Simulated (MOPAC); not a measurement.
MOPAC input (PM7):

```
PM7 FORCE THERMO(298,298) PRECISE LET CHARGE=-1 GEO-OK AUX(PRECISION=9) THREADS=1
H6N3Si

N    -1.26040180 1    0.90917072 1   -0.63346374 1
Si   -0.01481286 1    0.28394656 1    0.30069053 1
N     1.63035127 1    0.24886565 1   -0.54543760 1
N    -0.36870227 1   -1.51465832 1    0.61178384 1
H    -1.48361566 1    1.88347648 1   -0.58178073 1
H     0.28063020 1    0.86937472 1    1.60264873 1
H     2.20625073 1   -0.53595599 1   -0.26998552 1
H     1.51546581 1    0.20309950 1   -1.55190084 1
H    -1.11764207 1   -1.63775435 1    1.28418966 1
H    -0.70085812 1   -1.94098078 1   -0.25162171 1
```

From the output:

```
     H   10   0.015641   0.015470   0.750063   4.396844

          HEAT OF FORMATION =     -40.144044 KCALS/MOLE

          ZERO POINT ENERGY      42.165 KCAL/MOL

           NORMAL COORDINATE ANALYSIS (Total motion = 1 Angstrom)

   Root No.       1         2         3         4         5         6         7         8

                 1 A       2 A       3 A       4 A       5 A       6 A       7 A       8 A

                 142.2     157.9     215.2     268.8     313.2     339.6     702.6     718.2

           1   -0.0061   -0.0067   -0.0275   -0.0001    0.0273   -0.0198    0.0248   -0.0270
           2    0.0298    0.0376   -0.0272    0.0656    0.0473   -0.0187    0.0042    0.0025
           3    0.0179    0.0076    0.0237    0.0528   -0.0365    0.0368    0.0052    0.0109
           4   -0.0059   -0.0059   -0.0305   -0.0002    0.0256   -0.0186   -0.0253   -0.0205
           5   -0.0093   -0.0081    0.0015   -0.0146   -0.0463   -0.0098    0.0043   -0.0494
           6    0.0042   -0.0016    0.0151   -0.0285    0.0464   -0.0204    0.0186    0.0272
           7   -0.0048    0.0049    0.0374   -0.0555   -0.0492    0.0069    0.0024    0.0554
           8   -0.0109   -0.0136   -0.0261    0.0006   -0.0134   -0.0134    0.0096    0.1323
           9   -0.0256   -0.0029   -0.0490    0.0175   -0.0377   -0.0042    0.0046    0.0284
          10    0.0318    0.0169    0.0282    0.0350   -0.0145    0.0406    0.0056    0.0204
          11   -0.0008    0.0130    0.0646   -0.0240    0.0461    0.0141   -0.0097   -0.0404
          12    0.0091   -0.0048    0.0047   -0.0161   -0.0042    0.0066   -0.0089   -0.0731
          13    0.0019   -0.0031   -0.0205    0.0581   -0.0385    0.0250   -0.1830   -0.0656
          14   -0.1649   -0.1048   -0.1072   -0.0280    0.2010    0.4382    0.0074    0.0072
          15    0.0140    0.0031    0.0246    0.0837   -0.0700    0.0849   -0.1347   -0.0129
          16   -0.0339   -0.0273   -0.0365    0.0133    0.0193    0.0108    0.3410   -0.0823
          17   -0.0290   -0.0378    0.0089   -0.0380   -0.0406    0.0188   -0.0798    0.0744
          18    0.0074   -0.0086    0.0235   -0.0535    0.0484   -0.0144   -0.2826    0.1420
          19   -0.0668   -0.0830    0.1084    0.0710   -0.0421   -0.0454   -0.0167   -0.0148
          20    0.0084    0.0062   -0.1435    0.0199   -0.0012    0.0007   -0.0686    0.0243
          21   -0.1300   -0.1545    0.0577    0.2409   -0.0251   -0.0919   -0.0440   -0.1121
          22   -0.0584   -0.0635    0.1356    0.0115   -0.0964   -0.0212    0.0199    0.0113
          23    0.0040    0.0107   -0.0423   -0.0529   -0.1110    0.0251    0.0090    0.0025
          24    0.0795    0.1372   -0.2224   -0.1724   -0.1361    0.1049   -0.0229   -0.1285
          25   -0.1619    0.2432    0.1292    0.0771    0.0260    0.0571    0.0129    0.0411
          26    0.0274   -0.0168    0.0536   -0.0283    0.0444    0.0132   -0.0091   -0.0354
          27   -0.0781    0.0535   -0.0248   -0.0107   -0.0769   -0.0252    0.0148   -0.1341
          28    0.1934   -0.1131    0.0035    0.0615   -0.0769    0.1077    0.0753    0.0035
          29    0.1619   -0.1464    0.0311   -0.0513    0.0846    0.0270   -0.0353   -0.0091
          30   -0.0294    0.0142    0.0074   -0.0456    0.0572   -0.0349   -0.0618   -0.0408

   Root No.       9        10        11        12        13        14        15        16

                 9 A      10 A      11 A      12 A      13 A      14 A      15 A      16 A

                 746.0     788.5     841.1     894.9     937.2     953.2     985.8    1057.2

           1   -0.0088    0.0186   -0.0171    0.1160   -0.0367   -0.0014   -0.0091    0.0511
           2    0.0002    0.0145   -0.0039   -0.0097   -0.0049   -0.0011    0.0053    0.0016
           3   -0.0093    0.0021    0.0001    0.0238   -0.0082    0.0113   -0.0119   -0.0452
           4    0.0059   -0.0117    0.0001   -0.0344    0.0196   -0.0092    0.0090   -0.0521
           5   -0.0515   -0.0251   -0.0073    0.0060    0.0180   -0.0044   -0.0191    0.0007
           6   -0.0504   -0.0173    0.0175   -0.0079    0.0104   -0.0047    0.0139    0.0235
           7    0.0350   -0.0010    0.0057   -0.0043    0.0130    0.0301   -0.0111    0.0166
           8    0.0721   -0.0053    0.0089    0.0006   -0.0172   -0.0137    0.0069   -0.0001
           9    0.0055   -0.0063   -0.0481   -0.0024    0.0062   -0.0033   -0.0123   -0.0039
          10   -0.0500   -0.0146    0.0027   -0.0326   -0.0424    0.0137   -0.0193    0.0019
          11    0.0421    0.0056   -0.0089    0.0015   -0.0129    0.0172    0.0287   -0.0066
          12    0.1167    0.0254   -0.0048    0.0060    0.0038   -0.0080   -0.0173   -0.0077
          13    0.0601   -0.0430   -0.0456   -0.1176   -0.0001   -0.0963    0.0613    0.4259
          14   -0.0496   -0.0515    0.0111    0.0210   -0.0130   -0.0044   -0.0045   -0.0164
          15    0.0324   -0.0428   -0.0182   -0.1306    0.0151   -0.0536    0.0372    0.2194
          16    0.0149    0.1775   -0.0313   -0.2701    0.0438    0.0191    0.0135    0.0988
          17   -0.2080    0.3542   -0.1513   -0.0763    0.0415    0.0683    0.0412    0.0124
          18   -0.1628    0.1113   -0.0589    0.1018    0.0089    0.0261    0.0510   -0.0731
          19    0.0054    0.0306    0.1017   -0.0004   -0.0001    0.0287    0.0138    0.0102
          20    0.0673    0.0310    0.2223    0.0210    0.0963    0.2421   -0.0489    0.1179
          21   -0.0446    0.0667    0.1912    0.0139   -0.0001    0.0488    0.0288    0.0176
          22   -0.0191    0.0618    0.0598   -0.0029   -0.0998   -0.1484    0.0805   -0.0608
          23   -0.0330    0.0964    0.1593    0.0045   -0.1271   -0.1714    0.1123   -0.0620
          24   -0.0939    0.0961    0.1746    0.0046   -0.0367   -0.0272    0.0570   -0.0008
          25    0.0457    0.0679    0.0540    0.1098    0.2145   -0.1110   -0.0487    0.0129
          26    0.0274    0.0043   -0.0074   -0.0043   -0.0169    0.0138    0.0135   -0.0037
          27    0.0713   -0.0881   -0.0720   -0.0388   -0.1597    0.1555    0.2324   -0.0311
          28    0.0598   -0.0093   -0.0200    0.1415    0.2118   -0.0254    0.1766   -0.0025
          29    0.0429    0.0592    0.0254   -0.0250    0.0047   -0.0583   -0.1492    0.0022
          30    0.0324    0.0432    0.0291   -0.1134   -0.1433   -0.0189   -0.2179    0.0024

   Root No.      17        18        19        20        21        22        23        24

                17 A      18 A      19 A      20 A      21 A      22 A      23 A      24 A

                1592.7    1601.3    2317.9    2741.8    2755.7    2806.6    2807.7    2809.7

           1   -0.0008   -0.0003   -0.0012    0.0000    0.0002    0.0294    0.0009    0.0029
           2    0.0008   -0.0002    0.0010   -0.0001    0.0001    0.0021    0.0001    0.0001
           3   -0.0001    0.0004   -0.0007    0.0001   -0.0002   -0.0430   -0.0015   -0.0037
           4    0.0012   -0.0015   -0.0158    0.0002   -0.0007    0.0011   -0.0001   -0.0006
           5    0.0004   -0.0001    0.0153   -0.0006    0.0006    0.0005   -0.0013   -0.0011
           6    0.0020   -0.0002   -0.0231    0.0008   -0.0001   -0.0015   -0.0014    0.0009
           7   -0.0159   -0.0003    0.0003   -0.0010   -0.0458    0.0016   -0.0023   -0.0071
           8   -0.0395   -0.0013    0.0014    0.0007    0.0205    0.0030   -0.0043   -0.0148
           9    0.0310    0.0015   -0.0004   -0.0003    0.0017   -0.0038    0.0053    0.0169
          10    0.0008   -0.0194    0.0000    0.0149   -0.0004    0.0002   -0.0117    0.0034
          11    0.0012   -0.0277   -0.0003   -0.0410    0.0010    0.0004   -0.0162    0.0044
          12    0.0011   -0.0393   -0.0008    0.0244   -0.0005    0.0005   -0.0151    0.0046
          13   -0.0013   -0.0005    0.0049    0.0002   -0.0015   -0.4339   -0.0161   -0.0368
          14   -0.0008    0.0007   -0.0064    0.0000   -0.0002   -0.0285   -0.0003   -0.0023
          15   -0.0005    0.0005   -0.0006   -0.0001    0.0028    0.6329    0.0236    0.0532
          16    0.0015    0.0005    0.4573   -0.0015    0.0009    0.0014    0.0003   -0.0005
          17   -0.0077    0.0021   -0.4569    0.0014   -0.0008   -0.0016   -0.0004    0.0001
          18   -0.0021   -0.0017    0.6803   -0.0025    0.0015    0.0009    0.0007   -0.0007
          19   -0.1422   -0.0053   -0.0005    0.0042    0.3771   -0.0755    0.1021    0.3286
          20    0.3633    0.0078   -0.0001    0.0014    0.0440   -0.0038    0.0034    0.0125
          21   -0.2280   -0.0089   -0.0011   -0.0026   -0.2150    0.0345   -0.0470   -0.1497
          22    0.3389    0.0081   -0.0049    0.0103    0.2797    0.0460   -0.0648   -0.2142
          23    0.1657    0.0009    0.0012   -0.0119   -0.3439   -0.0485    0.0688    0.2282
          24   -0.2545   -0.0113   -0.0042    0.0065    0.1918    0.0214   -0.0309   -0.1018
          25   -0.0076    0.2281    0.0007    0.0496   -0.0012    0.0001    0.0130   -0.0030
          26    0.0015   -0.0285    0.0014    0.4104   -0.0122   -0.0098    0.3968   -0.1093
          27   -0.0092    0.3901   -0.0014    0.0356   -0.0010   -0.0007    0.0014    0.0005
          28   -0.0007    0.0902   -0.0052   -0.2623    0.0057   -0.0035    0.1519   -0.0454
          29   -0.0122    0.4237    0.0047    0.1747   -0.0033    0.0034   -0.1472    0.0434
          30   -0.0052    0.1566   -0.0032   -0.3973    0.0081   -0.0049    0.2479   -0.0747

           MASS-WEIGHTED COORDINATE ANALYSIS (NORMAL COORDINATES)

   Root No.       1         2         3         4         5         6         7         8

                 1 A       2 A       3 A       4 A       5 A       6 A       7 A       8 A

                 142.2     157.9     215.2     268.8     313.2     339.6     702.6     718.2

           1   -0.0503   -0.0559   -0.1774   -0.0004    0.1599   -0.1300    0.1645   -0.1298
           2    0.2450    0.3154   -0.1753    0.4257    0.2772   -0.1225    0.0280    0.0119
           3    0.1474    0.0642    0.1529    0.3425   -0.2138    0.2413    0.0346    0.0523
           4   -0.0686   -0.0696   -0.2785   -0.0018    0.2125   -0.1730   -0.2380   -0.1397
           5   -0.1084   -0.0957    0.0139   -0.1346   -0.3836   -0.0909    0.0403   -0.3359
           6    0.0487   -0.0188    0.1380   -0.2623    0.3849   -0.1894    0.1749    0.1848
           7   -0.0393    0.0409    0.2413   -0.3604   -0.2882    0.0454    0.0161    0.2664
           8   -0.0898   -0.1140   -0.1686    0.0038   -0.0785   -0.0880    0.0635    0.6357
           9   -0.2108   -0.0242   -0.3164    0.1137   -0.2211   -0.0274    0.0307    0.1366
          10    0.2611    0.1418    0.1818    0.2269   -0.0847    0.2664    0.0372    0.0980
          11   -0.0063    0.1088    0.4168   -0.1555    0.2698    0.0925   -0.0643   -0.1941
          12    0.0751   -0.0405    0.0303   -0.1046   -0.0248    0.0432   -0.0592   -0.3515
          13    0.0042   -0.0069   -0.0355    0.1012   -0.0605    0.0439   -0.3260   -0.0846
          14   -0.3636   -0.2360   -0.1856   -0.0487    0.3158    0.7703    0.0132    0.0093
          15    0.0310    0.0069    0.0427    0.1456   -0.1101    0.1492   -0.2400   -0.0166
          16   -0.0749   -0.0614   -0.0632    0.0231    0.0304    0.0190    0.6077   -0.1061
          17   -0.0640   -0.0850    0.0154   -0.0662   -0.0638    0.0330   -0.1423    0.0959
          18    0.0164   -0.0193    0.0406   -0.0932    0.0761   -0.0253   -0.5035    0.1830
          19   -0.1473   -0.1869    0.1878    0.1235   -0.0661   -0.0798   -0.0298   -0.0191
          20    0.0186    0.0139   -0.2485    0.0346   -0.0019    0.0013   -0.1222    0.0313
          21   -0.2868   -0.3480    0.0999    0.4193   -0.0395   -0.1616   -0.0784   -0.1446
          22   -0.1287   -0.1429    0.2349    0.0200   -0.1514   -0.0373    0.0355    0.0146
          23    0.0089    0.0241   -0.0732   -0.0921   -0.1743    0.0442    0.0161    0.0032
```

The dipole moment of an ion depends on the origin.
